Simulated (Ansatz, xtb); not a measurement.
**Redistribution: C3H8 + CH3I → C3H7I + CH4**

Species: C3H8 (propane) `CCC`, singlet; CH3I (methyl iodide) `CI`, singlet; C3H7I (1-iodopropane) `CCCI`, singlet; CH4 (methane) `C`, singlet. The partners trade H for I; both sit on C, so the bond types are kept.

Shapes, held fixed at every level: PBE0-D4/def2-TZVP. Flexible molecules stand in one conformer, not always the lowest. Programs: Ansatz 0.2.0, xtb 6.7.1. Electronic energies: no zero-point or thermal term.

(1) Estimate ΔE of this reaction.

## Answers

(1) The highest level, CCSD(T)/def2-TZVPP, gives ΔE = -14.8 kJ/mol; the levels span -19.1 to -2.9. The column of differences is taken from that level and isn't an error. No measured value is set beside it here. For atoms past krypton def2 sets carry core potentials with scalar relativity. Correlated rows may include outer-core shells of I, which these sets cover unevenly.

```json
{"level": "GFN2-xTB", "kind": "semi-empirical", "ΔE (kJ/mol)": "-12.9", "less CCSD(T)/def2-TZVPP": "+1.9"}
{"level": "HF/def2-TZVPP", "kind": "Hartree–Fock", "ΔE (kJ/mol)": "-2.9", "less CCSD(T)/def2-TZVPP": "+11.9"}
{"level": "r2SCAN-D4/def2-TZVPP", "kind": "meta-GGA", "ΔE (kJ/mol)": "-15.2", "less CCSD(T)/def2-TZVPP": "-0.4"}
{"level": "B3LYP-D4/def2-TZVPP", "kind": "global hybrid", "ΔE (kJ/mol)": "-14.3", "less CCSD(T)/def2-TZVPP": "+0.5"}
{"level": "PBE0-D4/def2-TZVPP", "kind": "global hybrid", "ΔE (kJ/mol)": "-13.8", "less CCSD(T)/def2-TZVPP": "+1.0"}
{"level": "wB97X-V/def2-TZVPP", "kind": "range-separated hybrid", "ΔE (kJ/mol)": "-12.1", "less CCSD(T)/def2-TZVPP": "+2.7"}
{"level": "MP2/def2-TZVPP", "kind": "perturbation theory", "ΔE (kJ/mol)": "-19.1", "less CCSD(T)/def2-TZVPP": "-4.3"}
{"level": "CCSD/def2-TZVPP", "kind": "coupled cluster or CI", "ΔE (kJ/mol)": "-12.3", "less CCSD(T)/def2-TZVPP": "+2.5"}
{"level": "CCSD(T)/def2-TZVPP", "kind": "coupled cluster or CI", "ΔE (kJ/mol)": "-14.8", "less CCSD(T)/def2-TZVPP": "0.0"}
```
